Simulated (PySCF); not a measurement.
fluoromethylidenecyclobutane (C₅H₇F), SMILES C1(=CF)CCC1.

Coordinates come from a B3LYP-D3(BJ)/def2-SVP optimisation. A frequency run showed that this geometry is not a minimum.

The numbers are results of TDA-ωB97X/def2-SVPD run with PySCF 2.14.0, not measurements.

Vertical excitations. Gas-phase values at a fixed geometry. State labels are in the subgroup Cs.

```
state  symmetry  energy (eV)  λ (nm)      f                                                              main pairs
-----  --------  -----------  ------  -----  ----------------------------------------------------------------------
S1           A"         7.10     175  0.010                                      HOMO→LUMO+1 65 %, HOMO→LUMO+2 23 %
S2           A'         7.37     168  0.433                                                          HOMO→LUMO 94 %
S3           A"         7.61     163  0.000                    HOMO→LUMO+2 33 %, HOMO→LUMO+3 32 %, HOMO→LUMO+1 12 %
S4           A"         8.06     154  0.003  HOMO→LUMO+3 48 %, HOMO→LUMO+4 16 %, HOMO→LUMO+2 15 %, HOMO→LUMO+1 10 %
S5           A"         8.24     151  0.002                                      HOMO−1→LUMO 61 %, HOMO−2→LUMO 27 %
S6           A"         8.48     146  0.001                                      HOMO−2→LUMO 63 %, HOMO−1→LUMO 25 %
S7           A"         8.78     141  0.001                    HOMO→LUMO+4 55 %, HOMO→LUMO+9 15 %, HOMO→LUMO+2 14 %
S8           A"         9.34     133  0.030                     HOMO→LUMO+5 40 %, HOMO→LUMO+7 28 %, HOMO→LUMO+9 6 %
S9           A'         9.39     132  0.045                                                      HOMO−1→LUMO+1 82 %
S10          A"         9.50     131  0.001                                                        HOMO−4→LUMO 82 %
T1           A'         4.23     293      0                                                          HOMO→LUMO 87 %
T2           A"         6.97     178      0                                      HOMO→LUMO+1 44 %, HOMO→LUMO+2 35 %
T3           A"         7.51     165      0                    HOMO→LUMO+1 35 %, HOMO→LUMO+3 31 %, HOMO→LUMO+2 15 %
T4           A"         7.80     159      0                                                        HOMO−1→LUMO 75 %
```
Triplets are in the Tamm–Dancoff approximation.
